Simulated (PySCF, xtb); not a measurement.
TiCl4, SMILES [Cl][Ti]([Cl])([Cl])[Cl], multiplicity 1.

Harmonic wavenumbers (cm⁻¹) from xtb with GFN2-xTB at its own minimum, in rising order: 109, 109, 112, 112, 112, 321, 445, 445, 445.

Problem. What does PBE-D3(BJ)/def2-SVP (PySCF 2.14.0) give at its own minimum? (An estimate is asked for; the answer gives what the named calculation found.)

Solution. 112, 112, 130, 130, 130, 370, 492, 492, 492. Paired by order, the mean absolute difference is 28 cm⁻¹ and the zero-point energies are 3.2 and 3.5 kcal/mol.
